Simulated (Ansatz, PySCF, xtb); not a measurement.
Reaction 4 R1 + R2 → 2 P1 + 3 P2, each structure at its B3LYP-D3(BJ)/def2-TZVP stationary point, reached from a drawn start (curvature not checked).
R1, H2 (SMILES [H][H]) (charge 0, multiplicity 1, Z-matrix in Å and degrees):
```
H
H 1 0.7440
```
P1: NH3 (SMILES N), charge 0, multiplicity 1.
P2: SiH4 (SMILES [SiH4]), charge 0, multiplicity 1.
R2, H10N2Si3 (SMILES [SiH3]N[SiH2]N[SiH3]) (charge 0, multiplicity 1, Z-matrix in Å and degrees):
```
N
H 1 1.0124
Si 1 1.7247 2 115.17
N 3 1.7265 1 110.69 2 60.63
H 4 1.0098 3 116.40 1 -132.70
Si 4 1.7309 5 117.19 3 -178.29
Si 1 1.7314 2 115.27 3 179.48
H 7 1.4779 1 107.89 2 -166.42
H 3 1.4795 1 104.60 2 -177.20
H 6 1.4802 4 108.01 5 -156.63
H 6 1.4826 10 110.07 4 -119.85
H 3 1.4830 9 109.92 1 -121.72
H 7 1.4833 8 109.98 1 -120.11
H 7 1.4848 8 108.80 13 -117.27
H 6 1.4849 10 108.14 11 -117.34
```

P less R. No zero-point or thermal terms. One arrangement of each flexible species, with no search for the lowest.

Run with Ansatz (a first-principles code) with Gaussian orbitals; PySCF for M06-2X; xtb for the GFN methods. All values are computed, each at the level named.

Question: One of these levels gives 21.74 kcal/mol for the reaction energy. Which?
A. M06-2X/def2-TZVPP
B. GFN1-xTB
C. r2SCAN/def2-TZVPP
D. B3LYP/def2-TZVPP

Answer: D, B3LYP/def2-TZVPP. The others give -23.76 (GFN1-xTB), 31.02 (r2SCAN/def2-TZVPP), 40.29 (M06-2X/def2-TZVPP)
